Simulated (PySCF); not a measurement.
Dipole response of Hg²⁺ (mercury, charge +2)

[Xe] 4f14 5d9 6s1, high-spin 3D determinant (an excited configuration). Computed with PySCF 2.14 in aug-cc-pVTZ-PP with ECP60MDF, with scalar relativity through the core potential. Coupled (time-dependent) response in atomic units; α is the mean over directions.

```json
{"method": "UHF", "mean α (bohr³)": "15.87", "α xx, yy, zz": "16.04, 16.04, 15.53", "C₆ (like pair)": "99.97", "S(−4)": "118.4"}
{"method": "PBE", "mean α (bohr³)": "13.13", "α xx, yy, zz": "13.14, 13.14, 13.13", "C₆ (like pair)": "86.31", "S(−4)": "60.28"}
{"method": "PBE0", "mean α (bohr³)": "13.54", "α xx, yy, zz": "13.57, 13.57, 13.49", "C₆ (like pair)": "88.05", "S(−4)": "68.36"}
```

S(−4) is the Cauchy moment in α(ω) = α(0) + S(−4) ω² + …

Spin-orbit coupling is absent.

α(iu) at PBE:

```csv
u (hartree),α(iu) (bohr³)
0,13.13
0.0500,12.99
0.100,12.57
0.200,11.28
0.300,9.846
0.500,7.553
0.750,5.717
1.00,4.530
1.50,3.080
2.00,2.230
3.00,1.311
5.00,0.5940
```

A single London oscillator, α(iu) = α/(1 + u²/ω²), gives C₆ = (3/4) ω α². Matching the computed C₆ needs ω = 4 × 86.31 / (3 × 13.13²) = 0.668 hartree.

For an ion, C₆ is the dispersion term alone; charge-induced terms of lower order in 1/R come first.

The components differ because the open shell of this determinant is not spherical; for a pure term their mean is the scalar polarisability.

Energies and moments cover only the electrons outside the core potential. Spin-orbit coupling, absent here, splits the open shell strongly.
